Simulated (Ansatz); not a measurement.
`[F][AlH][CH2]CCl` + CH₃NH₂ → `C[NH][AlH][F]` + `CCCl` at 298.15 K and 1 bar (ligand exchange at the Al–C bond).

Computed with Ansatz on PBE0-D4/def2-TZVP structures; ΔE is electronic, products minus reactants. CBS: MP2 limit from def2 TZ/QZ plus the TZ coupled-cluster correction, frozen cores. Each species was taken in one conformer, which may not be the lowest.

```json
{"species": "`[F][AlH][CH2]CCl`", "CCSD(T)/CBS energy (Eh)": "-880.77864", "H − E (kJ/mol)": "193.0", "S (J/(mol·K))": "361.9"}
{"species": "CH₃NH₂", "CCSD(T)/CBS energy (Eh)": "-95.75281", "H − E (kJ/mol)": "180.0", "S (J/(mol·K))": "240.4"}
{"species": "`C[NH][AlH][F]`", "CCSD(T)/CBS energy (Eh)": "-437.67416", "H − E (kJ/mol)": "185.9", "S (J/(mol·K))": "317.1"}
{"species": "`CCCl`", "CCSD(T)/CBS energy (Eh)": "-538.89655", "H − E (kJ/mol)": "188.1", "S (J/(mol·K))": "274.6"}
```

H − E and S are ideal-gas, rigid-rotor, harmonic terms from PBE0-D4/def2-TZVP, for one conformer and one mirror image of each species. 1 Eh = 2625.50 kJ/mol, R = 8.31446 J/(mol·K).

By hand: ΔE, ΔH, ΔS and ΔG.

ΔE = (-437.67416) + (-538.89655) − (-880.77864) − (-95.75281) = -0.03926 Eh = -103.1 kJ/mol. Δ(H − E) = 185.9 + 188.1 − 193.0 − 180.0 = 1.0, so ΔH = -102.1 kJ/mol. ΔS = 317.1 + 274.6 − 361.9 − 240.4 = -10.6 J/(mol·K). ΔG = -102.1 − 298.15 × (-10.6)/1000 = -98.9 kJ/mol.

By hand: the equilibrium constant, and the temperature at which ΔG would vanish if ΔH and ΔS stayed fixed.

log₁₀ K = −ΔG/(RT ln 10) = 17.3. ΔG = 0 at ΔH/ΔS = 9632 K, far beyond where these terms or the molecules hold.

The number of gas molecules stays the same, so ΔS is small and ΔH decides. A doubt of 5 kJ/mol in ΔE shifts log₁₀ K by 0.9 here. Other conformers and mirror images would add mixing entropy, several J/(mol·K) or more a flexible species. Modes under 60 cm⁻¹, often nearly free rotors, make the harmonic entropy too high. These are equilibria of isolated gas molecules and say nothing of rates. Largest T1 diagnostic: 0.012 (customary marks: 0.02 for closed shells, 0.045 for open ones).
